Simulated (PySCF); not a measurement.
# Spinor energies of Cl¹³⁺ (chlorine, charge +13)

Start: [He] 2s2. Calculated with PySCF 2.14 in an even-tempered Gaussian basis (18 s from 0.5 bohr⁻², ratio 2.6; 11 p from 0.65 bohr⁻², ratio 2.6; 7 d from 0.66 bohr⁻², ratio 2.8; 4 f from 15 bohr⁻², ratio 2.8): generalised Hartree-Fock with the X2C-1e Hamiltonian and a Gaussian nucleus; spin-orbit coupling (SO) screened by Boettger's factors.

```csv
spinor shell,electrons,"ε, screened SO (eV)",weight of nominal j (screened SO),"rms radius, screened SO (bohr)"
1s1/2,2,-3491.3,1.000,0.104
2s1/2,2,-745.30,1.000,0.418
```

```csv
quantity,screened SO
E (hartree),-336.62948
M_J,0
⟨J²⟩,0.000
⟨L²⟩,0.000
⟨S²⟩,0.000
```
